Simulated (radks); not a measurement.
Excited configurations of F: one electron is placed in a higher orbital outside [He] 2s2 2p4. The ground configuration is [He] 2s2 2p5. All-electron calculation, scalar-relativistic Kohn-Sham, r2SCAN, spin-polarised, spherical densities, finite nucleus; open shells are filled with parallel spins first; meta-GGA in the generalised Kohn-Sham scheme; Fermi nuclear charge, rms radius 2.8976 fm. Program: a radial shooting solver on a logarithmic mesh with Libxc functionals. Excitation = E - E(ground); binding = E(ion) - E, where the ion is the core of charge +1; n* = 1/sqrt(2 binding) in atomic units, and the quantum defect is n - n*.

outer orbital,excitation (eV),binding (eV),n*,quantum defect,eigenvalue (eV),<r> (bohr)
3s,13.034,4.717,1.698,1.302,-2.845,4.445
3d,16.255,1.496,3.016,-0.016,-0.694,10.68
4p,16.307,1.444,3.070,0.930,-0.876,13.77
6d,17.322,0.429,5.632,0.368,-0.278,48.81
7f,17.432,0.319,6.528,0.472,-0.208,65.41

The Delta-SCF ionisation energy is 17.751 eV (NIST Atomic Spectra Database: 17.423 eV, measured). Self-interaction in the functional shifts the binding energies and quantum defects, so they are the method's values and not measured ones. Open shells are spherical and high-spin; term and fine-structure splittings are not resolved.
